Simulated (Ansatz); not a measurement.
A structure relaxed at PBE0-D4/def2-SVPD in Ansatz, charge -1, doublet:

```xyz
7

Pt    0.051   -0.192   -0.420
Na   -1.673    1.284   -1.997
Na   -2.180    0.095    1.253
Na    2.668    0.067   -1.183
Na    0.561    2.417    0.428
Na    1.320   -0.858    1.972
Na   -0.746   -2.812   -0.054
```

(1) Give its formula.

(2) Summarise the bond lengths by kind (pairs closer than 1.2 times the sum of covalent radii, bridged metal pairs left out).

## Answers

(1) the cluster Na6Pt⁻.

(2) 9 × Na–Na 3.49 to 3.70 Å; 6 × Na–Pt 2.74 to 2.80 Å. The metal has 6 neighbours: Na 2.76 Å, Na 2.80 Å, Na 2.74 Å, Na 2.79 Å, Na 2.79 Å, Na 2.76 Å.

In the def2 sets Pt takes a core potential; there is no spin–orbit coupling. The charge -1 doublet is spin-contaminated (final ⟨S²⟩ up to 1.03, 0.75 for a pure state). The structure comes from a short search, and lower isomers may exist.
